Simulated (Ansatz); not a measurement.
A structure relaxed at PBE0-D4/def2-TZVP, charge 0, multiplicity 1:

```xyz
15

C    -1.6093   -0.6648    0.7151
N    -0.3969   -0.1202    0.0997
Si   -0.1364    1.5804    0.3361
O     1.0953    2.0875   -0.6151
Si    0.6143   -1.0629   -0.8928
O     2.1878   -0.6288   -0.6963
F     0.4104   -2.5860   -0.4599
H    -1.6945   -0.3380    1.7570
H    -2.5141   -0.3448    0.1877
H    -1.5856   -1.7550    0.7214
H    -1.3409    2.3517   -0.0588
H     0.1264    1.8149    1.7842
H     1.8659    1.5130   -0.6715
H     0.3742   -0.9782   -2.3422
H     2.6034   -0.8687    0.1353
```

Q: Give its formula and SMILES.

A: CH8FNO2Si2, `CN([SiH2]O)[SiH](O)F`.

Q: Point group (tolerance 0.08 Å, 0.16 Å for H)?

A: C1.

Q: Summarise the bond lengths by kind.

A: 1 × C–N 1.465 Å; 3 × C–H 1.090 to 1.095 Å; 2 × N–Si 1.702 to 1.737 Å; 2 × O–Si 1.637 to 1.644 Å; 3 × H–Si 1.472 to 1.490 Å; 2 × H–O 0.960 to 0.963 Å; 1 × F–Si 1.597 Å.

All numbers were calculated with Ansatz.
